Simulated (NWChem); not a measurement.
System: SbH2O2Br; SMILES [Br][Sb]([OH])[OH]

The following NWChem deck was run.

```
start job
memory heap 200 mb stack 900 mb global 1100 mb
geometry units angstroms noautoz
  Sb    -0.596868    -0.843720    -0.149206
  Br    -0.198442     1.657294     0.367104
  O      0.629318    -1.135612    -1.701585
  H      1.556727    -1.074052    -1.388442
  O      0.693642    -1.452921     1.262196
  H      1.043386    -0.657674     1.716134
end
basis spherical
  Sb library def2-svp
  Br library def2-svp
  O library def2-svp
  H library def2-svp
end
ecp
  Sb library def2-ecp
end
dft
  xc becke97-2
  iterations 150
  mulliken
end
task dft energy
```

All runs use the structure optimised with PBE-D3(BJ)/def2-SVP. def2 effective core potentials on Sb; no spin-orbit coupling.

Task: What results follow from this input? (B97-2/def2-SVP with def2 effective core potentials on Sb.) Quantities: energy (Ha); highest occupied level (eV); orbital gap (eV); dipole (D).

Result: The energy (Ha) is -2966.57. The highest occupied level (eV) is -7.82 and the orbital gap (eV) is 6.05. The dipole (D) is 1.10.
